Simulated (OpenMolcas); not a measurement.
A ladder of methods for SnH2Cl2 (SMILES [Cl][SnH2][Cl])

The species is SnH2Cl2 (5 atoms), meant as a singlet with charge 0. SMILES: `[Cl][SnH2][Cl]`. The coordinates come from a PBE0-D4/def2-TZVP relaxation.

Each level gives the HOMO–LUMO gap (eV). The values are calculated.

```json
{"level": "HF/def2-SVPD (core potential)", "kind": "Hartree–Fock", "program": "OpenMolcas", "value (eV)": "13.59"}
{"level": "SVWN5/def2-SVPD (core potential)", "kind": "LDA", "program": "OpenMolcas", "value (eV)": "5.04"}
{"level": "BLYP/def2-SVPD (core potential)", "kind": "GGA", "program": "OpenMolcas", "value (eV)": "5.08"}
{"level": "revPBE/def2-SVPD (core potential)", "kind": "GGA", "program": "OpenMolcas", "value (eV)": "5.23"}
{"level": "M06-L/def2-SVPD (core potential)", "kind": "meta-GGA", "program": "OpenMolcas", "value (eV)": "5.97"}
{"level": "r2SCAN/def2-SVPD (core potential)", "kind": "meta-GGA", "program": "OpenMolcas", "value (eV)": "5.82"}
{"level": "BHLYP/def2-SVPD (core potential)", "kind": "global hybrid", "program": "OpenMolcas", "value (eV)": "9.55"}
{"level": "B2PLYP/def2-SVPD (core potential)", "kind": "double hybrid", "program": "OpenMolcas", "value (eV)": "9.81"}
```

The values span 5.04 to 13.59 eV. Orbital gaps aren't excitation energies, and those of double hybrids come from the SCF part alone; they tend to grow with the share of exact exchange.
